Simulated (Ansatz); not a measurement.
Relaxation of Cl$_{3}$H$_{2}$InS (7 atoms, charge 0, multiplicity 1), to a largest force component of 0.03 eV/Å in at most 50 steps.

The calculation used RKS PBE0-D4/def2-SVP in Ansatz.

```xyz
7
Properties=species:S:1:pos:R:3:forces:R:3
In 0.125 -0.702 -0.586 0.04 -0.42 0.46
Cl -0.009 -0.099 2.992 0.07 -1.00 -0.51
Cl 2.025 0.525 -1.124 -0.01 -0.01 0.01
Cl -1.968 0.053 -1.278 0.00 -0.01 0.00
S 0.302 -2.888 0.510 -0.18 0.46 -0.22
H -1.023 -3.135 0.330 0.14 0.05 0.04
H 0.092 -1.374 2.608 -0.06 0.93 0.23
```

Where does it end, and by what steps?

The forces met the threshold. After 9 steps the energy has fallen by 0.206 eV; Cl2 moved furthest, 0.53 Å. Joined: In1–Cl2 (3.63 → 2.83 Å).

```csv
step,energy less start (eV),largest force component (eV/Å),accepted
0,0.0000,1.004,yes
1,-0.0908,0.484,yes
2,-0.1658,0.429,yes
3,-0.1922,0.234,yes
4,-0.1763,0.568,no
5,-0.2037,0.283,yes
6,-0.2051,0.176,yes
7,-0.2009,0.203,no
8,-0.2058,0.040,yes
9,-0.2059,0.023,yes
```

```xyz
7
Properties=species:S:1:pos:R:3
In 0.126 -0.653 -0.303
Cl -0.029 -0.082 2.461
Cl 2.042 0.517 -0.923
Cl -1.969 0.046 -1.062
S 0.310 -2.922 0.554
H -1.020 -3.133 0.416
H 0.083 -1.393 2.310
```

Whether the end is a true minimum wasn't checked by a vibrational analysis.

Run time: 22 s on 4 threads of Arm Neoverse V1, on a shared host, peak memory 0.29 GiB.
